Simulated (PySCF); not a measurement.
Correlation energy of Nb (niobium, neutral)

[Kr] 4d4 5s1, high-spin 6D determinant. Calculation: PySCF 2.14, in ANO-RCC-VTZP; scalar relativity by spin-free X2C-1e. Frozen: [Ar] 3d10; 13 electrons correlated.

MP2 pair energies summed by pair of shells (mhartree):

| pair | energy | share (%) |
| --- | --- | --- |
| 4p-4d | -115.54 | 34.9 |
| 4p-4p | -96.59 | 29.1 |
| 4d-4d | -36.35 | 11.0 |
| 4s-4p | -34.40 | 10.4 |
| 4d-5s | -15.22 | 4.6 |
| 4s-4d | -14.85 | 4.5 |
| 4p-5s | -12.34 | 3.7 |
| 4s-4s | -5.49 | 1.7 |
| 4s-5s | -0.65 | 0.2 |

Total MP2 correlation energy: -331.43 mhartree.

Same-spin part -123.60 and opposite-spin part -207.83 mhartree; SCS-MP2 scales them by 1/3 and 6/5 to -290.59 mhartree.
